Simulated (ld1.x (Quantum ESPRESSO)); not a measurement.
## platinum (Pt): one change to an RRKJ potential, before and after

platinum (Pt), norm-conserving RRKJ (Kleinman–Bylander form), made with ld1.x (Quantum ESPRESSO) 7.5 (PBE, scalar-relativistic). Core [Xe] 4f14, reference 5d9 6s0 6p0 (charge +1). Waves: 6p (bound, empty): rc 2.30 bohr; 5d (bound): rc 2.05 bohr; 6s (bound, empty): rc 1.90 bohr. Local part: the s channel. Core correction: none. rho0 = 0.01.

Change: all radii scaled by about 1.13 (s 2.14, p 2.60, d 2.32 bohr).

Cutoffs: the cutoffs (Ry, on a coarse ladder) from which the occupation-weighted sum of valence levels, in a spherical-Bessel basis at the reference potential, stays within 10 and 1 mRy of its value at 400 Ry; they do not see the model core or the augmentation charge, which bear on the density cutoff. Errors are all-electron minus pseudo energies relative to the spin-unpolarised reference configuration.

Q: What does the change do?

A: The potential gets softer (35 Ry and 40 Ry → 30 Ry and 35 Ry); of the 7 tests that both files solve, the error grows in 0 and shrinks in 2 by more than 15 % and 0.3 meV (median size 45.6 → 46.3 meV); neither file shows a bound ghost. A larger radius leaves more room for a smooth pseudo-wave, so fewer plane waves are needed.

```csv
quantity,base,changed
"cutoff, loose",35 Ry,30 Ry
"cutoff, tight",40 Ry,35 Ry
bound ghosts,none,none
"error for 5d9 6s1 6p0, meV [ΔE -9.19 eV]",+17,+15
"error for 5d8 6s0 6p0, meV [ΔE 19.97 eV]",-46,-46
"error for 5d7 6s0 6p0, meV [ΔE 52.18 eV]",-233,-214
"error for 5d9.5 6s0.5 6p0, meV [ΔE -9.32 eV]",+8.1,+4.5
"error for 5d6 6s0 6p0, meV [ΔE 97.84 eV]",-611,-503
"error for 5d9 6s0.5 6p0, meV [ΔE -5.50 eV]",+6.3,+5.6
"error for 5d8 6s1 6p1, meV [ΔE -2.63 eV]",-46,-46
```
